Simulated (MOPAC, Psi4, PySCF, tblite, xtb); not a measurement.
Dimer Br2 ··· Na+ (SMILES BrBr and [Na+]) (charge +1) at R = 3.84 Å between the centres of mass, closest contact 3.01 Å (lowest of the rigid-body minima from ten starts at GFN2-xTB). Geometry in Å and degrees:

```
Br
Br 1 2.3158
Na 1 3.0100 2 128.33
```

Levels: GFN2-xTB (tblite); SAPT0/jun-cc-pVDZ, all electrons correlated (Psi4); BLYP/def2-TZVP, counterpoise-corrected (Psi4); BLYP-D3(BJ)/def2-TZVP, counterpoise-corrected (Psi4); PBE/def2-TZVP, counterpoise-corrected (Psi4); PBE-D3(BJ)/def2-TZVP, counterpoise-corrected (Psi4); M06-2X/def2-TZVP, counterpoise-corrected (Psi4); HF/aug-cc-pVTZ, counterpoise-corrected (Psi4); MP2/aug-cc-pVTZ = DF-MP2/aug-cc-pVTZ, all electrons correlated, counterpoise-corrected run with Psi4; SCS-MP2/aug-cc-pVTZ = DF-SCS-MP2/aug-cc-pVTZ, all electrons correlated, counterpoise-corrected in Psi4; PM7, restricted, heats of formation (MOPAC); PM6, restricted, heats of formation (MOPAC); GFN1-xTB (xtb); RKS-B3LYP/6-31G* = restricted B3LYP/6-31G*, spherical d, no counterpoise correction in PySCF; RHF/LANL2DZ = restricted Hartree-Fock/LANL2DZ, with its core potentials past Ne, no counterpoise correction (PySCF); RKS-LDA (SVWN5)/6-31G* = restricted LDA (SVWN5)/6-31G*, spherical d, no counterpoise correction (PySCF); RHF/6-31G* = restricted Hartree-Fock/6-31G*, spherical d, no counterpoise correction (PySCF 2.14.0).

### Question
What interaction energy does each level give?

### Answer

| method | E_int / kJ/mol |
|---|---|
| GFN2-xTB | -59.03 |
| GFN1-xTB | -51.69 |
| PM6 | -46.07 |
| PM7 | -40.80 |
| BLYP-D3(BJ)/def2-TZVP | -37.68 |
| PBE-D3(BJ)/def2-TZVP | -33.92 |
| RKS-LDA (SVWN5)/6-31G* | -33.58 |
| PBE/def2-TZVP | -30.93 |
| BLYP/def2-TZVP | -30.09 |
| RKS-B3LYP/6-31G* | -29.04 |
| M06-2X/def2-TZVP | -28.45 |
| HF/aug-cc-pVTZ | -25.06 |
| SCS-MP2/aug-cc-pVTZ | -25.00 |
| MP2/aug-cc-pVTZ | -24.87 |
| RHF/6-31G* | -21.55 |
| SAPT0/jun-cc-pVDZ | -19.32 |
| RHF/LANL2DZ | -17.75 |
